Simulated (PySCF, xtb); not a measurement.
C2H8N, SMILES CC[NH3+], charge +1.

GFN2-xTB run with xtb at its own geometry gives an orbital gap of 9.68 eV.

The structure is a stationary point at B3LYP-D3(BJ)/def2-SVP. The isomer is the one that the SMILES or the coordinates give; other isomers of the formula were not compared.

Question: What does CAM-B3LYP/def2-TZVPD in PySCF give? (An estimate is asked for; the answer gives what the named calculation found.)

Answer: gap 12.19 eV (levels -16.71 and -4.52 eV).
